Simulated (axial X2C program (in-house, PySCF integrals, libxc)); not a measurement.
**Bond lengths and stretching modes, held linear, of SbOH⁺**

Calculated with an in-house all-electron X2C program for linear molecules (integrals from PySCF): two-component X2C with atomic mean-field Coulomb and Gaunt terms, Gaussian nuclei, basis Sb dyall-v3z, O dyall-av3z, H dyall-v3z with contracted cores. Spin-free rows use the one-electron spin-free X2C Hamiltonian.

Masses Sb 120.904, O 15.995, H 1.008 u. States: 2c Ω = 1/2 (beyond evenly filled blocks: ω = 1/2); spin-free M_S = 1/2, Λ = 1 (beyond evenly filled blocks: π+α).

MP2, spin-free: energies above the lowest point

| r(Sb–O) (Å) | r(O–H) (Å) | E (meV) |
| --- | --- | --- |
| 1.8028 | 0.9389 | 43.23 |
| 1.8028 | 0.9630 | 26.18 |
| 1.8028 | 0.9871 | 39.09 |
| 1.8490 | 0.9389 | 18.04 |
| 1.8490 | 0.9630 | 0.00 |
| 1.8490 | 0.9871 | 11.94 |
| 1.8490 | 1.0111 | 49.00 |
| 1.8952 | 0.9389 | 67.14 |
| 1.8952 | 0.9630 | 48.09 |
| 1.8952 | 0.9871 | 59.06 |
| 1.9415 | 0.9630 | 154.46 |
| 1.9415 | 1.0111 | 199.63 |

Problem. Fit a quadratic surface with cubic terms in each bond: where is the minimum, and what are the two stretching wavenumbers?

Solution. At MP2, spin-free: bonds 1.841 and 0.965 Å; harmonic stretches 810.3 and 3836.9 cm⁻¹; force constants 5.8, 8.18 and coupling -0.14 mdyn/Å.

The other levels and Hamiltonians give:

| Hamiltonian | level | r(Sb–O) (Å) | r(O–H) (Å) | lower stretch (cm⁻¹) | upper stretch (cm⁻¹) |
| --- | --- | --- | --- | --- | --- |
| 2c | PBE0 | 1.846 | 0.962 | 799.8 | 3868.1 |
| 2c | HF | 1.825 | 0.943 | 849.8 | 4102.7 |
| 2c | TPSSh | 1.856 | 0.967 | 783.1 | 3797.2 |
| 2c | MP2 | 1.843 | 0.964 | 808.3 | 3840.1 |
| spin-free | PBE0 | 1.844 | 0.962 | 802.3 | 3866.5 |
| spin-free | HF | 1.823 | 0.943 | 853.1 | 4100.8 |
| spin-free | TPSSh | 1.855 | 0.967 | 785.1 | 3795.9 |

Each state is one determinant, the lowest of a limited PBE0 search; the stretches come from a fit to these few points and carry an uncertainty of a few per cent. Other orders of the atoms were not compared. MP2 freezes inner shells (threshold -2 hartree). The molecule was held linear; bending was not examined, so a bent shape may lie lower. Note: functional without a current term on a determinant with orbital currents, of the molecule or an atom.
